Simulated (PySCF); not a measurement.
## Field gradients at the hydrogen positions

Species: C6H10O2SSi.
Z-matrix (Å and degrees, GFN2-xTB geometry), rows numbered from 1:
```
C 
S   1  1.8154
C   2  1.7414  1  103.33
C   3  1.3277  2  127.92  1     0.04
C   4  1.5060  3  122.42  2   177.88
O   5  1.4037  4  114.02  3   151.12
C   6  1.4266  5  113.75  4    75.09
Si  7  1.9147  6  106.44  5    37.52
C   5  1.5318  4  103.82  3   -88.68
O   9  1.2034  5  123.72  4    78.70
H   1  1.0860  2  109.70  3   -61.50
H   1  1.0851  2  106.12  3   179.71
H   1  1.0858  2  109.67  3    60.96
H   3  1.0790  2  110.61  1   179.66
H   4  1.0784  3  122.34  2     0.86
H   5  1.0934  4  110.89  3    30.48
H   7  1.0984  6  110.13  5   -85.66
H   7  1.0901  6  105.19  5   159.41
H   8  1.4569  7  113.75  6    94.81
H   8  1.4604  7  113.00  6  -131.75
```

Level: PBE0/pcSseg-1 (PySCF, non-relativistic); Q(2H) = 0.00286 b; rigid geometry, the same for H and D, with no vibrational averaging.

**Question.** Rank these positions by the coupling χzz of a deuteron there, largest first.
A. H18 (methylene hydrogen)
B. H19 (Si–H hydrogen)
C. H13 (methyl hydrogen)
D. H14 (vinylic hydrogen)
E. H15 (vinylic hydrogen)
F. H16 (methine hydrogen)

**Answer.** E (224 kHz), D (219 kHz), C (211 kHz), A (206 kHz), F (197 kHz), B (113 kHz).

**Question.** Tabulate Vzz, the asymmetry η and χzz = 234.96 MHz × Q × Vzz for every hydrogen position.

**Answer.** 
```tsv
atom	bonded to	bond length (Å)	Vzz (au)	η	χzz (kHz)
H11	C1	1.086	0.3139	0.02	211
H12	C1	1.085	0.3168	0.05	213
H13	C1	1.086	0.3135	0.02	211
H14	C3	1.079	0.3262	0.10	219
H15	C4	1.078	0.3334	0.10	224
H16	C5	1.093	0.2932	0.06	197
H17	C7	1.098	0.2930	0.08	197
H18	C7	1.090	0.3070	0.07	206
H19	Si8	1.457	0.1675	0.02	113
H20	Si8	1.460	0.1651	0.02	111
```

**Question.** Average by the element that carries the hydrogen.

**Answer.** on C: 210 kHz over 8 positions, mean bond length 1.087 Å; on Si: 112 kHz over 2 positions, mean bond length 1.459 Å.

**Question.** How does χzz go with the bond length over the 8 C–H bonds?

**Answer.** A straight-line fit has a slope of -13.7 kHz for each 0.01 Å, with a correlation coefficient of -0.97, over lengths from 1.078 to 1.098 Å. The longer bonds have the smaller couplings here.

**Question.** Give the 2H NMR doublet splittings at H16 for a magnetic field along the z, y and x axes of the gradient: 3χ/2, 3χ(1 + η)/4, 3χ(1 − η)/4.

**Answer.** With |χ| = 197.1 kHz and η = 0.060: 296, 157 and 139 kHz, to first order and without motion.

The structure is a single GFN2-xTB conformer in the gas phase; no vibrational or solvent corrections. GFN2-xTB bond lengths can be off by several hundredths of an ångström, more for odd bonds, and the gradients follow them. The small basis limits the accuracy of the gradients.
